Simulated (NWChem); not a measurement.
Molecule: SnHCl, singlet; SMILES [SnH][Cl]

Low-valent species are run as closed-shell singlets; no triplet was tried in these runs. def2 effective core potentials on Sn; no spin-orbit coupling.

Give the equilibrium geometry at PBE0/def2-SVP with def2 effective core potentials on Sn (NWChem) as an XYZ file, with the point group.

point group Cs; any orientation.
```
3

Sn     0.0119     0.6438     0.0000
H     -1.7686     0.7982     0.0000
Cl    -0.0425    -1.7491     0.0000
```
